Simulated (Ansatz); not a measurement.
Spin states of H3IrO3 (SMILES [OH][Ir]([OH])[OH]), each relaxed with B3LYP-D3(BJ)/def2-TZVP.
State 1 (charge 0, multiplicity 1):
```
atom    x (Å)    y (Å)    z (Å)
----  -------  -------  -------
Ir     0.0259   0.0986   0.0409
O      1.6656  -0.3872  -0.6600
H      2.3273   0.2718  -0.3849
O     -0.4800  -0.5226   1.7051
H     -0.9053  -1.3927   1.6114
O     -1.0958   1.1982  -0.9308
H     -1.6394   0.6585  -1.5307
```
State 2 (charge 0, multiplicity 5):
```tsv
atom	x (Å)	y (Å)	z (Å)
Ir	-0.4894	0.1856	0.2183
O	1.4308	-0.3771	-0.0465
H	1.8464	0.0182	-0.8273
O	-0.7126	-0.8691	1.7861
H	-0.0097	-1.5106	1.9605
O	-0.7240	1.3055	-1.3065
H	-1.4433	1.1719	-1.9337
```

Singlets are restricted, other states unrestricted; no spin–orbit coupling, no relativity up to Kr; see below for the cores. The largest T1 diagnostic is 0.038.

Correlated levels freeze the inner cores; with def2 sets outer-core shells near the valence are correlated too. CBS(a, b) extrapolates the correlation energy as X⁻³ and adds the Hartree–Fock energy of set b.

Programs: Ansatz (a first-principles code) with Gaussian orbitals.  In def2 rows elements past Kr take small-core potentials, without spin–orbit coupling.

Question: What is the computed energy of the multiplicity-5 state less that of the multiplicity-1 state (r2SCAN/def2-TZVPP)?

Answer: 36.7 kcal/mol

Question: What energy of the multiplicity-5 state less that of the multiplicity-1 state does wB97X-V/def2-TZVPP give?

Answer: 46.2 kcal/mol

Question: What energy of the multiplicity-5 state less that of the multiplicity-1 state does CCSD(T)/CBS(def2-SVP, def2-TZVPP) give?

Answer: 46.8 kcal/mol
